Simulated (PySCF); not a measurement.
## Partial charges of `F[C@@H]1C[C@@H]1[SiH3]`

Species: C₃H₇FSi.
SMILES with atom numbers: `[F:1][C@@H:2]1[CH2:3][C@@H:4]1[SiH3:5]` (hydrogens: H6 on C2; H7, H8 on C3; H9 on C4; H10, H11, H12 on Si5)

Cartesian coordinates in Å at the GFN2-xTB level; atoms count from 1:
```
atom  x, y, z in Å
F1    -0.385    1.965   -0.359
C2    -1.046    0.768   -0.399
C3    -1.100   -0.036    0.851
C4    -0.243   -0.487   -0.307
Si5    1.641   -0.392   -0.188
H6    -1.903    0.851   -1.057
H7    -2.012   -0.567    1.079
H8    -0.599    0.372    1.717
H9    -0.639   -1.315   -0.885
H10    2.023    0.668    0.740
H11    2.168   -0.134   -1.528
H12    2.098   -1.693    0.310
```

Density: PBE0/pcSseg-1 (PySCF); schemes: Mulliken, IAO, Hirshfeld and ESP-fitted. Geometry: GFN2-xTB; no solvent, vibrations or thermal averaging.

**Question.** Do the Mulliken, IAO, Hirshfeld and ESP-fitted schemes agree on where the charge is highest?

**Answer.** All schemes agree: Mulliken Si5 (+0.571); IAO Si5 (+0.619); Hirshfeld Si5 (+0.315); ESP-fitted Si5 (+0.298).

**Question.** Do the Mulliken, IAO, Hirshfeld and ESP-fitted schemes agree on where the charge is lowest?

**Answer.** The schemes don't all agree: Mulliken C4 (-0.545); IAO C4 (-0.439); Hirshfeld C4 (-0.140); ESP-fitted C3 (-0.340).

**Question.** Tabulate the Mulliken, IAO, Hirshfeld and ESP-fitted charges.

**Answer.** In e:

```
atom                  environment  Mulliken     IAO  Hirshfeld  ESP-fitted
  F1               alkyl fluorine    -0.313  -0.312     -0.106      -0.192
  C2               sp3 C–F carbon    +0.204  +0.164     +0.046      +0.070
  C3   three-membered-ring carbon    -0.205  -0.305     -0.096      -0.340
  C4  sp3 carbon bound to silicon    -0.545  -0.439     -0.140      -0.243
 Si5                 SiH3 silicon    +0.571  +0.619     +0.315      +0.298
  H6             methine hydrogen    +0.110  +0.150     +0.055      +0.129
  H7           methylene hydrogen    +0.135  +0.155     +0.053      +0.148
  H8           methylene hydrogen    +0.145  +0.157     +0.051      +0.172
  H9             methine hydrogen    +0.154  +0.160     +0.050      +0.152
 H10                Si–H hydrogen    -0.083  -0.111     -0.072      -0.039
 H11                Si–H hydrogen    -0.085  -0.118     -0.076      -0.072
 H12                Si–H hydrogen    -0.090  -0.120     -0.079      -0.082
```

Mean size of the charges over all atoms: IAO 0.234 e, Mulliken 0.220 e, ESP-fitted 0.161 e, Hirshfeld 0.095 e. Each set sums to the total charge, 0, to within 0.001 e. The Hirshfeld scheme divides the density at each point in proportion to the densities of the neutral, spherically averaged free atoms.

**Question.** Sum the charges by element, for elements with more than one atom.

**Answer.** 
```json
{"element": "C", "atoms": "3", "Mulliken": "-0.546", "IAO": "-0.579", "Hirshfeld": "-0.191", "ESP-fitted": "-0.514"}
{"element": "H", "atoms": "7", "Mulliken": "+0.288", "IAO": "+0.272", "Hirshfeld": "-0.018", "ESP-fitted": "+0.407"}
```

**Question.** How closely do the schemes follow one another over all atoms?

**Answer.** Correlation coefficient and root-mean-square difference: Mulliken with IAO 0.98, 0.050 e; IAO with Hirshfeld 0.97, 0.166 e; IAO with ESP-fitted 0.94, 0.121 e; Mulliken with Hirshfeld 0.94, 0.168 e; Mulliken with ESP-fitted 0.90, 0.135 e; Hirshfeld with ESP-fitted 0.87, 0.099 e.

These values come from a run that also computed NMR shieldings. The run took 19 s on Arm Neoverse N1, one thread, shared host with 64 logical CPUs at a one-minute load of 59, and the process peaked at 0.58 GiB of memory.
